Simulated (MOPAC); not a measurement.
Input file for MOPAC: PM3 on C5H12 (SMILES CCCCC), a point of a torsion scan.

```
PM3 1SCF PRECISE CHARGE=0 THREADS=1
C5H12

C      2.29068212 1     0.88426947 1     0.63218422 1
C      1.00772628 1     0.06711292 1     0.74375736 1
C      0.23818973 1    -0.17328400 1    -0.57179925 1
C      1.02975793 1    -0.02009993 1    -1.87200867 1
C      1.95084594 1    -1.20579812 1    -2.14314758 1
H      3.02695722 1     0.39047489 1     0.00628422 1
H      2.72223059 1     1.01306967 1     1.62315723 1
H      2.09082317 1     1.87310568 1     0.22373795 1
H      1.27601276 1    -0.90161981 1     1.17504176 1
H      0.33846077 1     0.55520508 1     1.45400042 1
H     -0.21080813 1    -1.16727323 1    -0.54555221 1
H     -0.58483747 1     0.54645714 1    -0.61531513 1
H      0.31588172 1     0.05572519 1    -2.69622427 1
H      1.60547094 1     0.90431614 1    -1.85584437 1
H      2.50624583 1    -1.05484698 1    -3.06655340 1
H      2.66299571 1    -1.34514181 1    -1.33416003 1
H      1.36878360 1    -2.12011019 1    -2.24037636 1
```

Output:

```
*******************************************************************************
 **                                                                           **
 **                              MOPAC v23.2.5                                **
 **                                                                           **
 *******************************************************************************
 ** MOPAC's Digital Object Identifier: https://doi.org/10.5281/zenodo.6511958 **
 **                                                                           **
 ** Please cite the open-source release paper for use of this MOPAC version:  **
 ** J. E. Moussa and J. J. P. Stewart (2026)                                  **
 ** MOPAC: An open-source semiempirical molecular orbital program             **
 ** J. Open Source Softw., 11(119), 8025, https://doi.org/10.21105/joss.08025 **
 *******************************************************************************

                              PM3 CALCULATION RESULTS

 *******************************************************************************
 *  PM3        - The PM3 Hamiltonian to be used
 *
 *
 *
 *                 CHARGE ON SYSTEM = 0
 *
 *
 *
 *  PRECISE    - TIGHTER CRITERIA TO BE USED
 *  1SCF       - DO 1 SCF AND THEN STOP
 *  THREADS=1  - MULTI-THREADING NOT USED
 *  T=         - A TIME OF 172800.0 SECONDS REQUESTED
 *  DUMP=N     - RESTART FILE WRITTEN EVERY 7200.0 SECONDS REQUESTED
 *******************************************************************************
PM3 1SCF PRECISE CHARGE=0 THREADS=1
 C5H12

   ATOM   CHEMICAL          X               Y               Z
  NUMBER   SYMBOL      (ANGSTROMS)     (ANGSTROMS)     (ANGSTROMS)

     1       C          2.29068212  *   0.88426947  *   0.63218422  *
     2       C          1.00772628  *   0.06711292  *   0.74375736  *
     3       C          0.23818973  *  -0.17328400  *  -0.57179925  *
     4       C          1.02975793  *  -0.02009993  *  -1.87200867  *
     5       C          1.95084594  *  -1.20579812  *  -2.14314758  *
     6       H          3.02695722  *   0.39047489  *   0.00628422  *
     7       H          2.72223059  *   1.01306967  *   1.62315723  *
     8       H          2.09082317  *   1.87310568  *   0.22373795  *
     9       H          1.27601276  *  -0.90161981  *   1.17504176  *
    10       H          0.33846077  *   0.55520508  *   1.45400042  *
    11       H         -0.21080813  *  -1.16727323  *  -0.54555221  *
    12       H         -0.58483747  *   0.54645714  *  -0.61531513  *
    13       H          0.31588172  *   0.05572519  *  -2.69622427  *
    14       H          1.60547094  *   0.90431614  *  -1.85584437  *
    15       H          2.50624583  *  -1.05484698  *  -3.06655340  *
    16       H          2.66299571  *  -1.34514181  *  -1.33416003  *
    17       H          1.36878360  *  -2.12011019  *  -2.24037636  *



          CARTESIAN COORDINATES

    NO.       ATOM           X           Y           Z

     1         C          2.2907      0.8843      0.6322
     2         C          1.0077      0.0671      0.7438
     3         C          0.2382     -0.1733     -0.5718
     4         C          1.0298     -0.0201     -1.8720
     5         C          1.9508     -1.2058     -2.1431
     6         H          3.0270      0.3905      0.0063
     7         H          2.7222      1.0131      1.6232
     8         H          2.0908      1.8731      0.2237
     9         H          1.2760     -0.9016      1.1750
    10         H          0.3385      0.5552      1.4540
    11         H         -0.2108     -1.1673     -0.5456
    12         H         -0.5848      0.5465     -0.6153
    13         H          0.3159      0.0557     -2.6962
    14         H          1.6055      0.9043     -1.8558
    15         H          2.5062     -1.0548     -3.0666
    16         H          2.6630     -1.3451     -1.3342
    17         H          1.3688     -2.1201     -2.2404

  H: (PM3): J. J. P. STEWART, J. COMP. CHEM. 10, 209 (1989).
  C: (PM3): J. J. P. STEWART, J. COMP. CHEM. 10, 209 (1989).

           Empirical Formula: C5 H12  =    17 atoms



      MOLECULAR POINT GROUP   :   C1


      RHF CALCULATION, NO. OF DOUBLY OCCUPIED LEVELS = 16


 -------------------------------------------------------------------------------
 PM3 1SCF PRECISE CHARGE=0 THREADS=1
 C5H12



     1SCF WAS SPECIFIED, SO BFGS WAS NOT USED
     SCF FIELD WAS ACHIEVED


                              PM3 CALCULATION
                                                       MOPAC v23.2.5 Linux




          FINAL HEAT OF FORMATION =        -29.21412 KCAL/MOL =    -122.23189 KJ/MOL


          COSMO AREA              =        130.68 SQUARE ANGSTROMS
          COSMO VOLUME            =        122.05 CUBIC ANGSTROMS

          IONIZATION POTENTIAL    =         11.280724 EV
          HOMO LUMO ENERGIES (EV) =        -11.281  3.573
          NO. OF FILLED LEVELS    =         16
          MOLECULAR WEIGHT        =         72.1498         POINT GROUP:  C1

          MOLECULAR DIMENSIONS (Angstroms)

            Atom       Atom       Distance
            H    15    H    10     5.26564
            H     7    H    11     4.03916
            H    13    H     9     2.81559


          SCF CALCULATIONS        =          1





   ATOM   CHEMICAL          X               Y               Z
  NUMBER   SYMBOL      (ANGSTROMS)     (ANGSTROMS)     (ANGSTROMS)

     1       C          2.29068212  *   0.88426947  *   0.63218422  *
     2       C          1.00772628  *   0.06711292  *   0.74375736  *
     3       C          0.23818973  *  -0.17328400  *  -0.57179925  *
     4       C          1.02975793  *  -0.02009993  *  -1.87200867  *
     5       C          1.95084594  *  -1.20579812  *  -2.14314758  *
     6       H          3.02695722  *   0.39047489  *   0.00628422  *
     7       H          2.72223059  *   1.01306967  *   1.62315723  *
     8       H          2.09082317  *   1.87310568  *   0.22373795  *
     9       H          1.27601276  *  -0.90161981  *   1.17504176  *
    10       H          0.33846077  *   0.55520508  *   1.45400042  *
    11       H         -0.21080813  *  -1.16727323  *  -0.54555221  *
    12       H         -0.58483747  *   0.54645714  *  -0.61531513  *
    13       H          0.31588172  *   0.05572519  *  -2.69622427  *
    14       H          1.60547094  *   0.90431614  *  -1.85584437  *
    15       H          2.50624583  *  -1.05484698  *  -3.06655340  *
    16       H          2.66299571  *  -1.34514181  *  -1.33416003  *
    17       H          1.36878360  *  -2.12011019  *  -2.24037636  *

                             CARTESIAN COORDINATES

   1    C        2.290682120     0.884269470     0.632184220
   2    C        1.007726280     0.067112920     0.743757360
   3    C        0.238189730    -0.173284000    -0.571799250
   4    C        1.029757930    -0.020099930    -1.872008670
   5    C        1.950845940    -1.205798120    -2.143147580
   6    H        3.026957220     0.390474890     0.006284220
   7    H        2.722230590     1.013069670     1.623157230
   8    H        2.090823170     1.873105680     0.223737950
   9    H        1.276012760    -0.901619810     1.175041760
  10    H        0.338460770     0.555205080     1.454000420
  11    H       -0.210808130    -1.167273230    -0.545552210
  12    H       -0.584837470     0.546457140    -0.615315130
  13    H        0.315881720     0.055725190    -2.696224270
  14    H        1.605470940     0.904316140    -1.855844370
  15    H        2.506245830    -1.054846980    -3.066553400
  16    H        2.662995710    -1.345141810    -1.334160030
  17    H        1.368783600    -2.120110190    -2.240376360


           Empirical Formula: C5 H12  =    17 atoms



      MOLECULAR POINT GROUP   :   C1


                  EIGENVALUES
 -38.97442 -31.98280 -27.02431 -22.94011 -19.26566 -16.41963 -16.30956 -14.77148
 -14.31096 -14.04991 -13.12775 -12.70198 -12.58838 -11.79354 -11.59090 -11.28072
   3.57251   3.70218   3.88183   3.97745   4.03610   4.15549   4.22073   4.41998
   4.53050   4.57890   4.67906   4.89115   4.93987   5.17599   5.21653   5.26494


              NET ATOMIC CHARGES AND DIPOLE CONTRIBUTIONS

  ATOM NO.   TYPE          CHARGE      No. of ELECS.   s-Pop       p-Pop
    1          C          -0.111959        4.1120     1.13676     2.97520
    2          C          -0.094093        4.0941     1.15961     2.93449
    3          C          -0.095892        4.0959     1.16256     2.93333
    4          C          -0.100564        4.1006     1.15822     2.94234
    5          C          -0.112786        4.1128     1.13791     2.97487
    6          H           0.045197        0.9548     0.95480
    7          H           0.035861        0.9641     0.96414
    8          H           0.038992        0.9610     0.96101
    9          H           0.042053        0.9579     0.95795
   10          H           0.045388        0.9546     0.95461
   11          H           0.049520        0.9505     0.95048
   12          H           0.041584        0.9584     0.95842
   13          H           0.045156        0.9548     0.95484
   14          H           0.055591        0.9444     0.94441
   15          H           0.036704        0.9633     0.96330
   16          H           0.042118        0.9579     0.95788
   17          H           0.037131        0.9629     0.96287
 DIPOLE           X         Y         Z       TOTAL
 POINT-CHG.     0.053     0.035    -0.013     0.065
 HYBRID        -0.032    -0.021     0.021     0.044
 SUM            0.020     0.014     0.008     0.026


          ATOMIC ORBITAL ELECTRON POPULATIONS

     Atom    s        px        py        pz
    1  C   1.13676   0.97171   0.99479   1.00869
    2  C   1.15961   0.96834   0.99797   0.96818
    3  C   1.16256   0.98004   1.01119   0.94211
    4  C   1.15822   0.98669   0.98710   0.96855
    5  C   1.13791   0.99114   0.97793   1.00581
    6  H   0.95480
    7  H   0.96414
    8  H   0.96101
    9  H   0.95795
   10  H   0.95461
   11  H   0.95048
   12  H   0.95842
   13  H   0.95484
   14  H   0.94441
   15  H   0.96330
   16  H   0.95788
   17  H   0.96287

 **********************
 *                    *
 * JOB ENDED NORMALLY *
 *                    *
 **********************




 == MOPAC DONE ==
```

The run finished.

Cost: around 0.020 core-seconds (rough).
